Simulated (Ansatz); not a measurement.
Reaction (isomerisation): `C/C(F)=[CH]/[GeH3]` → `C=[C](F)[GeH2][CH3]`

Program: Ansatz. Geometries: PBE0-D4/def2-TZVP. ΔE: electronic, gas phase. CCSD(T)/CBS adds triple-zeta CCSD(T) − MP2 to the extrapolated MP2 energy (def2 sets, frozen cores). DFT in def2-TZVPP. B3LYP here is the variant with VWN-RPA as its local correlation; programs differ in this. For Ge outer-core shells are correlated without core-valence functions, which leaves a few kJ/mol of doubt a bond. Scalar relativity is left out up to krypton. One conformer a species, not always the lowest.

`C/C(F)=[CH]/[GeH3]`:

```xyz
12

C     1.000    1.196    1.450
C     0.458    0.154    0.548
F     1.013   -1.052    0.801
C    -0.446    0.258   -0.413
Ge   -1.024   -1.244   -1.490
H     0.808    0.930    2.493
H     0.545    2.163    1.239
H     2.084    1.276    1.327
H    -0.867    1.241   -0.586
H    -2.073   -0.735   -2.492
H    -1.656   -2.336   -0.613
H     0.157   -1.850   -2.264
```

`C=[C](F)[GeH2][CH3]`:

Cartesian coordinates in Å:
```
C -1.710 -0.010 -0.983
C -0.544 -0.606 -1.165
F -0.381 -1.423 -2.229
Ge 1.046 -0.441 -0.034
C 0.645 0.762 1.445
H -2.538 -0.163 -1.666
H -1.853 0.646 -0.135
H 1.424 -1.845 0.470
H 2.197 0.098 -0.901
H 1.521 0.868 2.087
H 0.370 1.747 1.068
H -0.177 0.367 2.043
```

| level | ΔE (eV) |
| --- | --- |
| PBE-D4 | 0.04 |
| r2SCAN-D4 | 0.06 |
| ωB97M-V | 0.04 |
| B3LYP | 0.04 |
| SCS-MP2/def2-TZVPP | 0.02 |
| CCSD/def2-TZVPP | 0.02 |
| HF/def2-QZVPP | 0.10 |
| HF/CBS(def2) | 0.10 |

(1) What does CCSD(T)/CBS give? (Best estimate.)

Largest T1 diagnostic among the species: 0.012.

Results:

(1) Ansatz gave: +0.01 eV. The listed levels differ from it by 0.03, 0.05, 0.03, 0.03, 0.01, 0.01, 0.09, 0.09 eV.

In def2-TZVPP, CCSD(T) changes the Hartree–Fock value by −0.09 eV (the triples alone add −0.01 eV) and MP2 by −0.08 eV.
